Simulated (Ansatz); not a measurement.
```xyz
9

C     0.0000   -0.3814   -0.3253
C     0.0000   -0.3998    1.0642
O     0.0000    0.8493   -0.7184
H    -0.8181   -0.8847   -0.6716
H     0.8181   -0.8847   -0.6716
H     0.0000   -1.3494    1.4144
H     0.8185    0.0759    1.4230
H    -0.8185    0.0759    1.4230
H     0.0000    0.8594   -1.6030
```

Basis set: 6-31G* (spherical functions). Correlated methods keep 3 orbitals frozen. Charge 0, multiplicity 1.

Computed with Ansatz (development build ahead of 0.2.0); each method stands on the lowest determinant of its kind that the runs found. Restricted open shells among the atoms or ions are ROHF, correlated in semicanonical orbitals with singles.

Problem. Give the atomization energy at this shape (free ground-state atoms in the same class of orbitals less the molecule, no zero-point energy) of singlet C₂H₆O by RHF-MP2, RHF.

Solution.

```csv
method,atomization energy
RHF-MP2,30.48 eV
RHF,24.56 eV
```

Caution: no unrestricted run beside it, a lower state can exist; the shape is not the minimum.
